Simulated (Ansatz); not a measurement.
A run for Ansatz (a quantum-chemistry and plane-wave program): R-CCSD(T)/def2-SVPD on H5IOSi (a complex), monomers drawn apart or pushed together. Elements past Kr take the def2 small-core potentials; no spin–orbit coupling. The run froze 15 orbitals, filled d shells among them.

Ansatz 0.2 input:
```yaml
crystal:
  periodic: [false, false, false]
  atoms:
    - {symbol: I, position_ang: [-0.42323705, -1.16969828, -0.63275226]}
    - {symbol: H, position_ang: [-0.57646191, -0.96017161, 0.97324933]}
    - {symbol: O, position_ang: [-0.67512903, -0.62159311, 2.75873574]}
    - {symbol: Si, position_ang: [0.17733272, 0.63575023, 3.43464249]}
    - {symbol: H, position_ang: [-1.27278370, -1.13380923, 3.30935542]}
    - {symbol: H, position_ang: [-0.73924503, 1.65332575, 4.00008927]}
    - {symbol: H, position_ang: [0.96490344, 1.20508498, 2.32651401]}
    - {symbol: H, position_ang: [1.06981730, 0.15059814, 4.51321468]}
basis:
  gaussian:
    orbitals: def2-SVPD
magnetization: {spin_polarized: false}
correlation: {method: ccsd_t, electrons: outside_noble_gas}
scf: {lower_state_search: off}
```

Q: Predict the final total energy.

A: -663.7317 hartree (reference determinant -663.2460, T1 diagnostic 0.012).

Q: How many basis functions does it have, and what does it roughly cost on one machine?

A: 122 functions; very roughly 19 core-seconds.
